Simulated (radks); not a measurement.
Q: All-electron atom: Re10+ in [Kr] 4d10 4f14 5s2 5p3. Method: scalar-relativistic Kohn-Sham, exchange-only LDA, spin-polarised, spherical densities, point nucleus; open shells are filled with parallel spins first (spin-orbit coupling, left out, can overturn this in heavy ions); computed with a radial shooting solver on a logarithmic mesh with Libxc functionals. Some entries of the table are withheld. Estimate them.

| orbital | occ. | eigenvalue (hartree) | <r^2> (bohr^2) | <1/r> (bohr^-1) |
|---|---|---|---|---|
| 1s up | 1 | -2637.685 | 0.0004483 | 88.73 |
| 1s down | 1 | -2637.669 | 0.0004483 | 88.73 |
| 2s up | 1 | -462.3989 | 0.006881 | 20.76 |
| 2s down | 1 | -462.3897 | 0.006881 | 20.76 |
| 2p up | 3 | -404.4470 | 0.005710 | 18.75 |
| 2p down | 3 | -404.4341 | 0.005710 | 18.75 |
| 3s up | 1 | -111.6327 | 0.04462 | 7.688 |
| 3s down | 1 | -111.6231 | 0.04462 | 7.688 |
| 3p up | 3 | -94.54712 | 0.04543 | 7.084 |
| 3p down | 3 | -94.53640 | 0.04543 | 7.083 |
| 3d up | 5 | -75.15830 | 0.03764 | 6.691 |
| 3d down | 5 | -75.14773 | 0.03764 | 6.691 |
| 4s up | 1 | -27.99643 | 0.2192 | 3.276 |
| 4s down | 1 | -27.97752 | 0.2191 | 3.277 |
| 4p up | 3 | -22.38863 | 0.2498 | 2.973 |
| 4p down | 3 | -22.36687 | 0.2493 | 2.975 |
| 4d up | 5 | -15.35190 | 0.2885 | 2.651 |
| 4d down | 5 | -15.32370 | 0.2871 | 2.656 |
| 5s up | 1 | -8.85572 | 1.073 | 1.371 |
| 5s down | 1 | -8.69379 | 1.066 | 1.380 |
| 4f up | 7 | (1) | 0.3865 | 2.198 |
| 4f down | 7 | (2) | 0.3778 | 2.214 |
| 5p up | 3 | -7.27824 | 1.325 | 1.214 |
| 5p down | 0 | -7.10323 | 1.322 | 1.219 |
| 5d up | 0 | -5.27878 | 1.859 | 1.008 |
| 5d down | 0 | -5.10447 | 1.885 | 1.003 |
| 6s up | 0 | -4.23323 | 3.818 | (3) |
| 6s down | 0 | -4.13175 | 3.921 | (4) |

A: 
(1) 4f up eigenvalue (hartree): -7.50492
(2) 4f down eigenvalue (hartree): -7.45846
(3) 6s up <1/r> (bohr^-1): 0.7232
(4) 6s down <1/r> (bohr^-1): 0.7099
